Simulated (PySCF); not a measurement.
Geometry:
```tsv
atom	x (Å)	y (Å)	z (Å)
B1	-0.370	1.608	-0.132
N2	-0.448	-0.031	-0.020
C3	-1.557	-0.499	-0.873
C4	-0.725	-0.416	1.379
C5	0.795	-0.652	-0.519
C6	2.095	-0.106	0.035
F7	2.223	-0.374	1.355
F8	3.091	-0.759	-0.607
H9	-1.505	2.004	0.092
H10	0.427	1.980	0.717
H11	0.002	1.841	-1.278
H12	-1.398	-0.135	-1.895
H13	-1.610	-1.600	-0.867
H14	-2.493	-0.076	-0.493
H15	-0.827	-1.510	1.461
H16	-1.657	0.073	1.687
H17	0.089	-0.069	2.022
H18	0.778	-1.739	-0.327
H19	0.831	-0.492	-1.604
H20	2.210	0.976	-0.118
```

Geometry: PBE0-D3(BJ)/def2-SVP; GIAO shifts from PySCF 2.14, gas phase, non-relativistic, averaged over equivalent atoms.

At PBE0/pcSseg-1 (196 basis functions, 98 s wall time (88 s CPU) on 1 thread of an Intel Xeon, shared host):
```csv
atoms,δ (ppm)
B1,-14.3
N2,58.6
C6,117.1
C5,66.1
C3/C4,54.6
F7/F8,-138.6
H20,6.74
H12/H13/H14/H15/H16/H17,2.50
H18/H19,2.40
H9/H10/H11,2.10
```

Chemical shifts δ = σref − σ; BF3·OEt2 for 11B (σref 100.73); 15N (σref 265.67) against NH3; 13C (σref 184.41) and 1H (σref 31.27) vs TMS; 19F (σref 177.25) against CFCl3, all at this level.

What do these become at CAM-B3LYP/pcSseg-1?

Answers


```csv
atoms,δ at CAM-B3LYP/pcSseg-1,change
B1,-13.5,+0.8
N2,59.4,+0.8
C6,119.0,+1.9
C5,67.4,+1.3
C3/C4,54.9,+0.3
F7/F8,-128.5,+10.1
H20,6.73,-0.01
H12/H13/H14/H15/H16/H17,2.49,-0.01
H18/H19,2.38,-0.02
H9/H10/H11,2.02,-0.08
```

Shifts are taken against calculated references (same method and geometry level): BF3·OEt2 for 11B (σ = 99.35 ppm); 15N (σ = 267.29 ppm) against NH3; 13C (σ = 182.45 ppm) and 1H (σ = 31.33 ppm) against TMS; 19F (σ = 189.10 ppm) vs CFCl3.

The largest change is at F7/F8 (fluorine of a CF2 group). Cost: 196 basis functions, 98 s wall time on 1 thread of an Intel Xeon, shared host. The order of the carbon signals is the same at both levels.

Unscaled 19F shifts against computed CFCl3 carry errors that often reach 10 to 50 ppm. Experimental scales use liquid or dissolved standards, which lie at an offset from isolated NH3 (liquid NH3: subtract about 20 ppm).
